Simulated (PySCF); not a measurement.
A calculated (PBE, PySCF 2.14, dyall-acv3z, the spin-free X2C one-electron Hamiltonian (Gaussian nucleus)) atom or ion has these occupied shells.

```json
{"shell": "1s α", "electrons": "1", "orbital energy (eV)": "-684.51", "rms radius, mean of both spins (bohr)": "0.205"}
{"shell": "1s β", "electrons": "1", "orbital energy (eV)": "-682.63", "rms radius, mean of both spins (bohr)": "0.205"}
{"shell": "2s α", "electrons": "1", "orbital energy (eV)": "-49.350", "rms radius, mean of both spins (bohr)": "1.05"}
{"shell": "2p α", "electrons": "3", "orbital energy (eV)": "-30.097", "rms radius, mean of both spins (bohr)": "1.12"}
{"shell": "2p β", "electrons": "2", "orbital energy (eV)": "-26.316", "rms radius, mean of both spins (bohr)": "1.12"}
```

(1) Name the element and its charge.

## Answers

(1) F⁺ (fluorine, charge +1), in [He] 2s1 2p5, high-spin 3P determinant (an excited configuration).
